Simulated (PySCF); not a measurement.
**CdSn at BP86**

Computed with BP86; Cd def2-SVP with ECP28, Sn def2-SVP with ECP28; scalar-relativistic core potentials (PySCF 2.14).

For CdSn, the state is ³Σ⁻ (triplet), unpaired electrons π ↑↑. The bond length is 2.826 Å. The harmonic wavenumber is 123 cm⁻¹. The force constant is 0.525 mdyn/Å. The rotational constant Be is 0.03613 cm⁻¹ and the anharmonicity ωexe is 0.646 cm⁻¹. The vibration–rotation constant αe is 0.000205 cm⁻¹ and the well depth De to Cd + Sn is 14.8 kcal/mol. The dissociation energy D0 is 14.6 kcal/mol. The bond order (Mayer) is 1.07 and the dipole moment (positive dipole means Cd(−)Sn(+)) is -1.78 D.

These are scalar-relativistic numbers at best; spin–orbit coupling would shift them, the dissociation energy most. The state is the lowest determinant that a PBE0 search found; another state may lie lower at other levels.
